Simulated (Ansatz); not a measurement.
Two spin states of SeCl, each at its own minimum; 2S+1 = 2, 4 were tried, and our sources give no spin for the ground state. No spin–orbit coupling. Se is treated without relativity.

Each state is the lowest solution found for its spin in def2 and cc sets.

Correlated levels freeze the inner cores; with def2 sets outer-core shells near the valence are correlated too.

The values were computed with Ansatz (a quantum-chemistry and plane-wave program) with Gaussian orbitals. Values without a source in brackets are computed.

| level | energy of the multiplicity-4 state above the multiplicity-2 state (kcal/mol) |
|---|---|
| PBE/def2-TZVPP | 31.78 |
| PBE0/def2-TZVPP | 35.00 |
| wB97X-V/def2-TZVPP | ? |
| CCSD/def2-TZVPP | 35.69 |
| CCSD(T)/def2-TZVPP | 35.85 |

Problem. Fill in the missing entries.

Solution. 
- wB97X-V/def2-TZVPP, energy of the multiplicity-4 state above the multiplicity-2 state (kcal/mol): 41.31
